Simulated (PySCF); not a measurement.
C5H6F2.
SMILES with atom numbers: `[CH3:1][C@@H:2]([F:3])[C@@H:4]1[CH:5]=[C:6]1[F:7]` (hydrogens: H8, H9, H10 on C1; H11 on C2; H12 on C4; H13 on C5)

Torsions of this conformer, `[CH3:1][C@@H:2]([F:3])[C@@H:4]1[CH:5]=[C:6]1[F:7]`: C1–C2–C4–C5 157°.

The closed-shell ground state was solved at several levels (PySCF, density fitting, gas phase, non-relativistic). Isolated species at its PBE0-D3(BJ)/def2-SVP geometry (one conformer only).

```
             level  basis functions  total energy (Eh)  HOMO (eV)  LUMO (eV)  gap (eV)  dipole (D)
      LDA/pcSseg-1              149          -390.6329      -6.41      -1.15      5.26        0.85
    PBE0/def2-TZVP              253          -393.4567      -7.45       0.15      7.60        0.78
      PBE0/cc-pVDZ              128          -393.3186      -7.28       0.47      7.75        0.84
       PBE0/STO-3G               41          -388.0882      -4.45       3.78      8.23        0.94
        PBE0/6-31G               75          -393.1896      -7.39       0.41      7.80        0.77
     PBE0/pcSseg-0               75          -392.3786      -7.72       0.04      7.76        0.85
      PBE0/cc-pVTZ              294          -393.4402      -7.41       0.24      7.65        0.77
       HF/pcSseg-1              149          -391.5355     -10.24       4.16     14.40        0.79
PBE0/6-311+G(2d,p)              225          -393.4190      -7.50      -0.03      7.47        0.79
     PBE0/IGLO-III              305          -393.4632      -7.48       0.04      7.52        0.78
```

Q: Estimate the row for PBE0/aug-cc-pVDZ, a basis of 215 functions; the other rows only guide the guess.

A: Total energy -393.3478 Eh, HOMO -7.47 eV, LUMO -0.07 eV, gap 7.40 eV, dipole 0.77 D.

Q: Over all these levels, which gives the widest orbital gap and which the narrowest?

A: HF/pcSseg-1 (Hartree–Fock, all exact exchange) has the widest, 14.40 eV, and LDA/pcSseg-1 (LDA) the narrowest, 5.26 eV. The two share the basis. From the narrowest to the widest the HOMO moves by -3.83 eV and the LUMO by +5.31 eV.

Q: How much does the basis alone move the frontier levels among the 9 PBE0 rows (the withheld one included)?

A: The HOMO by 3.27 eV and the LUMO by 3.85 eV. By rising basis size (HOMO, LUMO in eV): STO-3G -4.45, 3.78; 6-31G -7.39, 0.41; pcSseg-0 -7.72, 0.04; cc-pVDZ -7.28, 0.47; aug-cc-pVDZ -7.47, -0.07; 6-311+G(2d,p) -7.50, -0.03; def2-TZVP -7.45, 0.15; cc-pVTZ -7.41, 0.24; IGLO-III -7.48, 0.04.

Q: How far do the dipole and the HOMO energy spread over the levels?

A: The dipole runs from 0.77 to 0.94 D (mean 0.81 D) and the HOMO from -10.24 to -4.45 eV.
